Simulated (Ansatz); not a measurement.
Input and output for C2H3Cl3Si (`C=C[Si](Cl)(Cl)Cl`).

```yaml
crystal:
  periodic: [false, false, false]
  atoms:
    - {symbol: C, position_ang: [-0.472610, -0.383942, 1.480974]}
    - {symbol: C, position_ang: [0.370425, 0.212241, 0.644617]}
    - {symbol: Si, position_ang: [0.200871, 0.167144, -1.183365]}
    - {symbol: Cl, position_ang: [-1.437071, -0.908973, -1.735762]}
    - {symbol: Cl, position_ang: [1.853143, -0.675510, -2.026103]}
    - {symbol: Cl, position_ang: [0.023644, 2.056734, -1.923844]}
    - {symbol: H, position_ang: [-0.337853, -0.334022, 2.557140]}
    - {symbol: H, position_ang: [-1.330523, -0.945376, 1.125182]}
    - {symbol: H, position_ang: [1.218474, 0.765406, 1.043964]}
basis:
  gaussian: {orbitals: def2-TZVP}
total_charge: -1
magnetization: {spin_polarized: true, initial_magnetization: 1}
hamiltonian: {xc: {name: r2SCAN}}
output: {forces: true}
```

```sh
$ ansatz run in.yaml --threads 4 --pin off --events-out ev --progress --plain --max-ram 10444MiB
```

It prints (some lines left out):

```
Functional definition: r2SCAN
1512 factors; their error is unknown
mean field evaluation 1: about -47557.8932 eV, gradient 4.7e1 eV
mean field evaluation 2: about -47448.7631 eV, gradient 1.3e2 eV
mean field evaluation 4: about -47569.1928 eV, gradient 1.0e1 eV
mean field evaluation 8: about -47569.7654 eV, gradient 2.9e-1 eV
mean field evaluation 16: about -47569.7422 eV, gradient 2.8e-3 eV
mean field -47569.74218367 eV, -1748.1557813204 hartree, gradient 8.0e-5 eV, S^2 0.756168; 2 other end points of the search recorded, 0 dependent functions left out
reference -47569.74219657 eV, -1748.1557817945 hartree; 41, 40 occupied and 187, 188 virtual orbitals, 1512 factors
Total energy: -47569.74219657 eV, -1748.1557817945 hartree
Atom 0 at    -0.472610    -0.383942     1.480974 Å, force    -2.609976    -1.858885     2.934746 eV/Å
Atom 1 at     0.370425     0.212241     0.644617 Å, force     1.935967     1.456190    -4.236304 eV/Å
Atom 2 at     0.200871     0.167144    -1.183365 Å, force     0.146318    -0.055013     4.103737 eV/Å
Atom 3 at    -1.437071    -0.908973    -1.735762 Å, force    -0.556938    -0.355456    -0.472684 eV/Å
Atom 4 at     1.853143    -0.675510    -2.026103 Å, force     1.014792    -0.287077    -1.238305 eV/Å
Atom 5 at     0.023644     2.056734    -1.923844 Å, force     0.079477     1.110114    -1.185705 eV/Å
Atom 6 at    -0.337853    -0.334022     2.557140 Å, force    -0.082491    -0.058874     0.097239 eV/Å
Atom 7 at    -1.330523    -0.945376     1.125182 Å, force    -0.056538    -0.043200     0.141488 eV/Å
Atom 8 at     1.218474     0.765406     1.043964 Å, force     0.129389     0.092201    -0.144213 eV/Å
Dipole moment:     0.094950     0.094319    -0.819574 e Å
```

Hardware: 4 threads of an Arm Neoverse V2 on a shared host. Wall time 12 s, peak host memory 0.52 GiB.
